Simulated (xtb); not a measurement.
Input file for xtb: GFN2-xTB on CH5GeNO (SMILES C[O][Ge][NH2]), a point of a torsion scan.

```
$ xtb mol.xyz --gfn 2 --sp --chrg 0 --uhf 0
9

C     -1.93163444    -0.16015883     0.10019541
O     -0.59720368     0.22634604    -0.07141161
Ge     0.89392313     0.38413967     0.87802154
N      0.33901559    -0.15749130     2.53563663
H     -2.58601528     0.68579815    -0.12730440
H     -2.13616347    -0.49558342     1.12079726
H     -2.16129585    -0.97755752    -0.58881690
H      0.94349329    -0.19593508     3.34085413
H     -0.58786346    -0.45724884     2.80121794
```

Output:

```
[...]
           -------------------------------------------------
          |                Calculation Setup                |
           -------------------------------------------------



           -------------------------------------------------
          |                 G F N 2 - x T B                 |
           -------------------------------------------------

        Reference                      10.1021/acs.jctc.8b01176
      * Hamiltonian:
        H0-scaling (s, p, d)           1.850000    2.230000    2.230000
        zeta-weighting                 0.500000
      * Dispersion:
        s8                             2.700000
        a1                             0.520000
        a2                             5.000000
        s9                             5.000000
      * Repulsion:
        kExp                           1.500000    1.000000
        rExp                           1.000000
      * Coulomb:
        alpha                          2.000000
        third order                    shell-resolved
        anisotropic                    true
        a3                             3.000000
        a5                             4.000000
        cn-shift                       1.200000
        cn-exp                         4.000000
        max-rad                        5.000000


          ...................................................
          :                      SETUP                      :
          :.................................................:
          :  # basis functions                  27          :
          :  # atomic orbitals                  26          :
          :  # shells                           14          :
          :  # electrons                        24          :
          :  max. iterations                   250          :
          :  Hamiltonian                  GFN2-xTB          :
          :  restarted?                      false          :
          :  GBSA solvation                  false          :
          :  PC potential                    false          :
          :  electronic temp.          300.0000000     K    :
          :  accuracy                    1.0000000          :
          :  -> integral cutoff          0.2500000E+02      :
          :  -> integral neglect         0.1000000E-07      :
          :  -> SCF convergence          0.1000000E-05 Eh   :
          :  -> wf. convergence          0.1000000E-03 e    :
          :  Broyden damping             0.4000000          :
          :  net charge                          0          :
          :  unpaired electrons                  0          :
          ...................................................

 iter      E             dE          RMSdq      gap      omega  full diag
   1    -12.6693271 -0.126693E+02  0.123E+01    2.22       0.0  T
   2    -13.2932240 -0.623897E+00  0.129E+01    5.39       1.0  T
   3    -13.6574541 -0.364230E+00  0.584E+00    5.62       1.0  T
   4    -13.7399019 -0.824478E-01  0.374E+00    5.36       1.0  T
   5    -13.7611917 -0.212899E-01  0.198E+00    4.33       1.0  T
   6    -13.7624344 -0.124267E-02  0.751E-01    4.43       1.0  T
   7    -13.7638954 -0.146104E-02  0.318E-01    4.76       1.0  T
   8    -13.7643353 -0.439833E-03  0.474E-02    4.64       1.0  T
   9    -13.7643354 -0.153591E-06  0.350E-02    4.62       1.0  T
  10    -13.7643399 -0.449224E-05  0.956E-03    4.64       3.5  T
  11    -13.7643401 -0.208465E-06  0.181E-03    4.63      18.4  T
  12    -13.7643401 -0.108820E-08  0.807E-04    4.63      41.3  T
  13    -13.7643401 -0.174826E-08  0.402E-04    4.63      83.0  T

   *** convergence criteria satisfied after 13 iterations ***

         #    Occupation            Energy/Eh            Energy/eV
      -------------------------------------------------------------
         1        2.0000           -0.6665917             -18.1389
       ...           ...                  ...                  ...
         6        2.0000           -0.5108094             -13.8998
         7        2.0000           -0.5080688             -13.8253
         8        2.0000           -0.4920921             -13.3905
         9        2.0000           -0.4103034             -11.1649
        10        2.0000           -0.4084107             -11.1134
        11        2.0000           -0.4022763             -10.9465
        12        2.0000           -0.3803637             -10.3502 (HOMO)
        13                         -0.2100489              -5.7157 (LUMO)
        14                         -0.1261430              -3.4325
        15                         -0.0768385              -2.0909
        16                          0.0576266               1.5681
        17                          0.0637544               1.7348
       ...                                ...                  ...
        26                          0.7720502              21.0086
      -------------------------------------------------------------
                  HL-Gap            0.1703149 Eh            4.6345 eV
             Fermi-level           -0.2952063 Eh           -8.0330 eV

 SCC (total)                   0 d,  0 h,  0 min,  0.006 sec
 SCC setup                      ...        0 min,  0.000 sec (  1.582%)
 Dispersion                     ...        0 min,  0.000 sec (  0.721%)
 classical contributions        ...        0 min,  0.000 sec (  0.285%)
 integral evaluation            ...        0 min,  0.001 sec ( 15.262%)
 iterations                     ...        0 min,  0.003 sec ( 51.606%)
 molecular gradient             ...        0 min,  0.002 sec ( 28.003%)
 printout                       ...        0 min,  0.000 sec (  2.286%)

         :::::::::::::::::::::::::::::::::::::::::::::::::::::
         ::                     SUMMARY                     ::
         :::::::::::::::::::::::::::::::::::::::::::::::::::::
         :: total energy             -13.659191363449 Eh    ::
         :: gradient norm              0.000084288925 Eh/a0 ::
         :: HOMO-LUMO gap              4.634502987346 eV    ::
         ::.................................................::
         :: SCC energy               -13.764338783260 Eh    ::
         :: -> isotropic ES            0.021474245703 Eh    ::
         :: -> anisotropic ES          0.002971740249 Eh    ::
         :: -> anisotropic XC          0.002684598560 Eh    ::
         :: -> dispersion             -0.004486741856 Eh    ::
         :: repulsion energy           0.105147419811 Eh    ::
         :: add. restraining           0.000000000000 Eh    ::
         :: total charge               0.000000000000 e     ::
         :::::::::::::::::::::::::::::::::::::::::::::::::::::

           -------------------------------------------------
          |                Property Printout                |
           -------------------------------------------------

    * Orbital Energies and Occupations

         #    Occupation            Energy/Eh            Energy/eV
      -------------------------------------------------------------
         1        2.0000           -0.6665917             -18.1389
         2        2.0000           -0.6314495             -17.1826
         3        2.0000           -0.5881477             -16.0043
         4        2.0000           -0.5684759             -15.4690
         5        2.0000           -0.5145661             -14.0021
         6        2.0000           -0.5108094             -13.8998
         7        2.0000           -0.5080688             -13.8253
         8        2.0000           -0.4920921             -13.3905
         9        2.0000           -0.4103034             -11.1649
        10        2.0000           -0.4084107             -11.1134
        11        2.0000           -0.4022763             -10.9465
        12        2.0000           -0.3803637             -10.3502 (HOMO)
        13                         -0.2100489              -5.7157 (LUMO)
        14                         -0.1261430              -3.4325
        15                         -0.0768385              -2.0909
        16                          0.0576266               1.5681
        17                          0.0637544               1.7348
        18                          0.0754003               2.0517
        19                          0.1010870               2.7507
        20                          0.1590753               4.3287
        21                          0.1865226               5.0755
        22                          0.2253960               6.1333
        23                          0.2417609               6.5786
       ...                                ...                  ...
        26                          0.7720502              21.0086
      -------------------------------------------------------------
                  HL-Gap            0.1703149 Eh            4.6345 eV
             Fermi-level           -0.2952063 Eh           -8.0330 eV

     #   Z          covCN         q      C6AA      α(0)
     1   6 C        3.633     0.054    20.052     6.445
     2   8 O        1.630    -0.391    20.680     6.138
     3  32 Ge       1.621     0.341   248.914    33.016
     4   7 N        2.553    -0.408    30.620     8.218
     5   1 H        0.924     0.034     2.535     2.490
     6   1 H        0.924     0.024     2.675     2.558
     7   1 H        0.924     0.034     2.530     2.488
     8   1 H        0.860     0.154     1.377     1.838
     9   1 H        0.860     0.158     1.346     1.817

 Mol. C6AA /au·bohr⁶  :       1365.328448
 Mol. C8AA /au·bohr⁸  :      59217.903666
 Mol. α(0) /au        :         65.007782


Wiberg/Mayer (AO) data.
largest (>0.10) Wiberg bond orders for each atom

 ---------------------------------------------------------------------------
     #   Z sym  total        # sym  WBO       # sym  WBO       # sym  WBO
 ---------------------------------------------------------------------------
     1   6 C    3.961 --     2 O    0.988     5 H    0.979     7 H    0.979
                             6 H    0.979
     2   8 O    2.260 --     3 Ge   1.203     1 C    0.988
     3  32 Ge   2.621 --     4 N    1.315     2 O    1.203
     4   7 N    3.249 --     3 Ge   1.315     8 H    0.952     9 H    0.940
     5   1 H    0.999 --     1 C    0.979
     6   1 H    0.999 --     1 C    0.979
     7   1 H    0.999 --     1 C    0.979
     8   1 H    0.976 --     4 N    0.952
     9   1 H    0.975 --     4 N    0.940
 ---------------------------------------------------------------------------

Topologies differ in total number of bonds
Writing topology from bond orders to xtbtopo.mol

molecular dipole:
                 x           y           z       tot (Debye)
 q only:        0.257      -0.049       0.486
   full:        0.011      -0.163       0.698       1.822
molecular quadrupole (traceless):
                xx          xy          yy          xz          yz          zz
 q only:        2.128       1.393      -2.462       0.592      -0.088       0.334
  q+dip:        0.132       0.864      -2.966       0.006      -0.712       2.835
   full:        0.886       0.810      -2.461       0.332      -0.172       1.575


           -------------------------------------------------
          | TOTAL ENERGY              -13.659191363449 Eh   |
          | GRADIENT NORM               0.000084288925 Eh/α |
          | HOMO-LUMO GAP               4.634502987346 eV   |
           -------------------------------------------------

------------------------------------------------------------------------
------------------------------------------------------------------------
 total:
Note: The following floating-point exceptions are signalling: IEEE_UNDERFLOW_FLAG IEEE_DENORMAL
normal termination of xtb
 SCF:
```

The run finished.

Cost: about 0.03 core-seconds (a rough figure).
